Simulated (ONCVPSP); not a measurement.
## An all-electron radial function and its pseudo partner (rubidium)

Columns: radius, all-electron u(r) and pseudo u(r) of the 4p shell (level -21.65 eV) of rubidium in the configuration [Ar] 3d10 4s2 4p6; PBE, scalar-relativistic, ONCV scheme, ONCVPSP 4.0.1.

```json
{"r (bohr)": "0.118", "all-electron": "0.2230", "pseudo": "0.0145"}
{"r (bohr)": "0.235", "all-electron": "-0.1722", "pseudo": "0.0565"}
{"r (bohr)": "0.353", "all-electron": "-0.3995", "pseudo": "0.1236"}
{"r (bohr)": "0.470", "all-electron": "-0.3336", "pseudo": "0.2099"}
{"r (bohr)": "0.588", "all-electron": "-0.1145", "pseudo": "0.3106"}
{"r (bohr)": "0.705", "all-electron": "0.1398", "pseudo": "0.4168"}
{"r (bohr)": "0.822", "all-electron": "0.3710", "pseudo": "0.5217"}
{"r (bohr)": "0.940", "all-electron": "0.5577", "pseudo": "0.6189"}
{"r (bohr)": "1.058", "all-electron": "0.6933", "pseudo": "0.7011"}
{"r (bohr)": "1.175", "all-electron": "0.7812", "pseudo": "0.7634"}
{"r (bohr)": "1.292", "all-electron": "0.8297", "pseudo": "0.8043"}
{"r (bohr)": "1.410", "all-electron": "0.8467", "pseudo": "0.8235"}
{"r (bohr)": "1.528", "all-electron": "0.8391", "pseudo": "0.8222"}
{"r (bohr)": "1.645", "all-electron": "0.8142", "pseudo": "0.8036"}
{"r (bohr)": "1.763", "all-electron": "0.7769", "pseudo": "0.7712"}
{"r (bohr)": "1.880", "all-electron": "0.7321", "pseudo": "0.7296"}
{"r (bohr)": "1.998", "all-electron": "0.6825", "pseudo": "0.6816"}
{"r (bohr)": "2.115", "all-electron": "0.6314", "pseudo": "0.6311"}
{"r (bohr)": "2.232", "all-electron": "0.5801", "pseudo": "0.5801"}
{"r (bohr)": "2.350", "all-electron": "0.5297", "pseudo": "0.5296"}
{"r (bohr)": "2.468", "all-electron": "0.4813", "pseudo": "0.4813"}
{"r (bohr)": "2.585", "all-electron": "0.4360", "pseudo": "0.4360"}
{"r (bohr)": "2.702", "all-electron": "0.3937", "pseudo": "0.3937"}
{"r (bohr)": "2.820", "all-electron": "0.3542", "pseudo": "0.3542"}
{"r (bohr)": "2.938", "all-electron": "0.3179", "pseudo": "0.3179"}
{"r (bohr)": "3.055", "all-electron": "0.2850", "pseudo": "0.2850"}
```

How many radial nodes do the two functions have?

The all-electron 4p function has n − l − 1 = 2; the pseudo-wave has 0, since the states of the same l below it are removed with the core.

At about which radius was the pseudo-wave matched?

2.35 bohr. The columns agree to 0.0005 from 2.12 bohr on; several derivatives are matched, so the curves merge somewhat inside the radius.

Where does each function peak?

Outermost all-electron maximum near 1.41 bohr, pseudo maximum near 1.41 bohr (to the table’s step).

Is the pseudo-wave norm-conserving?

Yes: the ONCV scheme keeps the norm inside the radius equal to the all-electron one, which fixes the energy derivative of the logarithmic derivative at the level.
